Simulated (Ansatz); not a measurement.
Basis-set extrapolation for `CO[SiH2]CN` (PBE0-D4/def2-TZVP geometry, frozen core, Ansatz). Multiplicity 1, RHF reference.

|  | def2-TZVPP | def2-QZVPP |
| --- | --- | --- |
| HF | -499.345959 | -499.365735 |
| MP2 correlation | -0.928265 | -0.994607 |
| CCSD(T) correlation | -1.014103 | not run |

Energies in hartree. Use E(X) = E(∞) + A·exp(−7.88·√X) for Hartree–Fock and E(X) = E(∞) + B·X^(−2.97) for correlation, with X = 3 and 4, and add CCSD(T) minus MP2 of the smaller set to the MP2 limit.

Problem. What is the CCSD(T) energy at the basis-set limit?

Solution. HF limit: -499.365735 + (-0.019776) × 0.13774 = -499.36846. MP2 limit: -0.994607 + (-0.066342) × 0.74074 = -1.04375. Higher-order term: -1.014103 − (-0.928265) = -0.08584. Total: -500.49805 hartree, 362.3 kJ/mol below CCSD(T)/def2-TZVPP.
